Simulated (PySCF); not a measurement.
Distorted geometries of Ce(SH)4

Ce(SH)4 (singlet). PySCF 2.14.0, RKS TPSS, Ce lcecp-2-SVP with ECP46, S def2-SVP, H def2-SVP; non-relativistic Hamiltonian with scalar-relativistic core potentials where named; density fitting; no spin-orbit coupling. Relaxed geometry:

```xyz
9

Ce    0.0000    0.0000    0.0000
S     1.6549    1.3330    1.5260
H     2.7654    1.0312    0.7997
S    -1.6549   -1.3330    1.5260
H    -2.7654   -1.0312    0.7997
S     1.3330   -1.6550   -1.5258
H     1.0311   -2.7653   -0.7998
S    -1.3330    1.6550   -1.5258
H    -1.0311    2.7653   -0.7998
```

Problem. Order these distorted geometries by energy above the relaxed one, lowest first.
A.
```xyz
9

Ce    0.0074   -0.0232   -0.0002
S     1.5960    1.3161    1.5593
H     2.7905    1.0105    0.7496
S    -1.6078   -1.3005    1.5296
H    -2.7766   -1.0477    0.8169
S     1.3350   -1.6611   -1.5042
H     1.0204   -2.7478   -0.8218
S    -1.3386    1.6631   -1.5219
H    -1.0263    2.7906   -0.8072
```
B.
```xyz
9

Ce   -0.0302    0.2384   -0.1148
S     1.6134    1.3237    1.5378
H     2.8467    1.0163    0.6351
S    -1.6656   -1.3987    1.3875
H    -2.7856   -0.9427    0.9688
S     1.3854   -1.6714   -1.6255
H     1.0461   -2.7433   -0.7497
S    -1.3314    1.5832   -1.4450
H    -1.0789    2.5945   -0.5941
```
C.
```xyz
9

Ce    0.1525   -0.0212   -0.0322
S     1.5622    1.3247    1.5160
H     2.8340    1.2358    0.8035
S    -1.7940   -1.4676    1.6481
H    -2.7939   -0.9951    0.7092
S     1.4006   -1.7013   -1.6363
H     1.0016   -2.6931   -0.8059
S    -1.3364    1.7167   -1.3369
H    -1.0266    2.6012   -0.8656
```

Solution. A (0.19 eV), B (1.64 eV), C (2.90 eV).

Problem. Which forces (eV/Å) act in the one that lies 2.90 eV up?

Solution. 
```
Ce   -2.42  -1.64   0.10
S     2.55   0.66  -0.13
H    -1.63   0.08   0.93
S     0.14   1.50  -2.27
H     1.14  -0.60   1.17
S     0.02   0.41   0.02
H    -0.04  -0.25   0.12
S    -5.16 -15.79  -8.29
H     5.41  15.62   8.35
```
Forces carry noise of the integration grid, about 0.01 to 0.03 eV/Å.

No frequency check is given that shows the relaxed geometry to be a minimum.
